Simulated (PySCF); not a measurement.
Unknown compound

Molecular formula: C$_{4}$H$_{8}$F$_{2}$O$_{2}$Si. Simulated spectra:

¹H NMR (400 MHz, computed): δ 6.98 (m, 1H), 4.07 (t, 3H), 3.92 (br s, 1H), 3.72 (q, 2H), 3.41 (br s, 1H).

¹³C{¹H} NMR (computed): δ 171.3, 120.3, 64.5, 57.4.

Non-relativistic Hamiltonian, a single conformation, fast rotation and ring inversion assumed for equivalent nuclei, in vacuum. GFN2-xTB structure; PBE0/pcSseg-1 with gauge-including orbitals; PySCF.

Referencing at the same level of theory: ¹H (31.72 ppm) and ¹³C (186.93 ppm) vs TMS.

Q: Choose the structure that fits.
A. CO[SiH2]C(OC)=C(F)F
B. C=C(COC(F)F)O[SiH3]
C. FC(F)[C@H]1CCO[SiH2]O1
D. C=C(OC[SiH3])OC(F)F
E. C=C(O[SiH3])OCC(F)F

A: D. 

- Rings plus π bonds: 1 (no ring in the answer).
- 4 carbon signals for 4 carbons: no two carbons are equivalent.
- Carbon types of the structure: 1 × C, 1 × CH, 2 × CH2, leaving 3 H on heteroatoms.
- δC 171.3: alkene carbon bearing oxygen; an sp2 carbon further deshielded by the attached heteroatom.
- δC 120.3: sp3 CH bonded to 2 F and O; 3 electronegative neighbours deshield it.
- δC 64.5: β carbon of an enol-ether or enamine type C=C; the O or N lone pair pushes π density onto this β carbon and shields it.
- δH 3.92, 3.41: hydrogen on a β carbon of an enol-ether or enamine type C=C; lone-pair donation from O or N shields it, upfield of ordinary alkene protons.
- δH 3.72: hydrogen on an sp3 CH2 bonded to O and Si; its carbon carries O, which withdraws density.

The others: CO[SiH2]C(OC)=C(F)F would give 3 signals for carbon-bound and other non-exchanging H, not 5; C=C(COC(F)F)O[SiH3] has carbons computed at 157.0, 123.0, 102.0, 70.0; FC(F)[C@H]1CCO[SiH2]O1 would give 8 signals for carbon-bound and other non-exchanging H, not 5; C=C(O[SiH3])OCC(F)F has carbons computed at 167.8, 121.8, 72.5, 63.2.

Splittings by ¹⁹F in the carbon and heteronuclear signals aren't shown, as no couplings were computed. Shifts are as computed. Against solution values, carbons near 30 ppm lie about +3 ppm off and those near 130 ppm about +5 ppm. Of 1309 compounds with measured shifts, 239 miss one by over three times the rms of a fit or turn the order of signals round; such compounds aren't used in these exercises. No couplings were computed; multiplicities are counted from neighbouring protons, with m where these are inequivalent, close in shift, in a saturated or five-membered ring or joined by F or P, and br s for small geminal =CH2 splittings.
